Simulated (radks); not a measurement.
Ho V, configuration [Xe] 4f9.

Method: scalar-relativistic Kohn-Sham, PBE, spin-polarised, spherical densities, finite nucleus; open shells are filled with parallel spins first (spin-orbit coupling, left out, can overturn this in heavy ions); Fermi nuclear charge, rms radius 5.2022 fm; computed with a radial shooting solver on a logarithmic mesh with Libxc functionals.

Energy parts (eV):
| part | energy |
|---|---|
| total | -343192.09 |
| kinetic | 371103.89 |
| electron-nucleus | -837634.03 |
| Hartree | 130645.65 |
| exchange-correlation | -7307.59 |

Orbitals (lengths in bohr, moments of r in powers of bohr; <r^-3> diverges for s and p1/2; r(max) is where P^2 peaks):
orbital  occ.  eigenvalue (eV)  <r^-3>      <r^2>   r(max)
1s up       1        -55540.98       -  0.0005883  0.01312
1s down     1        -55540.98       -  0.0005883  0.01312
2s up       1        -9336.082       -   0.009171  0.07462
2s down     1        -9336.029       -   0.009171  0.07462
2p up       3        -8277.911   13540   0.007442  0.06061
2p down     3        -8277.873   13540   0.007441  0.06061
3s up       1        -2130.065       -    0.06043   0.2113
3s down     1        -2127.789       -    0.06035   0.2112
3p up       3        -1806.618    2897    0.06077   0.2078
3p down     3        -1804.349    2902    0.06067   0.2077
3d up       5        -1395.670   386.0    0.05079   0.1697
3d down     5        -1393.938   386.8    0.05068   0.1696
4s up       1        -466.8944       -     0.3024   0.4834
4s down     1        -462.0481       -     0.3026   0.4834
4p up       3        -360.0986   657.4     0.3416   0.5049
4p down     3        -355.3298   655.9     0.3420   0.5048
4d up       5        -215.7115   74.03     0.4054   0.5215
4d down     5        -211.0316   73.71     0.4071   0.5215
4f up       7         -57.4333   11.19     0.6854   0.5136
4f down     2         -53.1515   10.92     0.7253   0.5155
5s up       1         -98.1842       -      1.665    1.108
5s down     1         -96.0170       -      1.699    1.116
5p up       3         -71.1257   99.68      2.193    1.244
5p down     3         -69.5415   95.50      2.248    1.257

The highest occupied level is 4f down at -53.152 eV. Summed over all electrons, <r^2> = 30.71 bohr^2, which gives a Langevin (diamagnetic) susceptibility term of -24.3 x 10^-6 cm^3/mol. The density falls to 0.001 e/bohr^3 at r = 3.01 bohr.
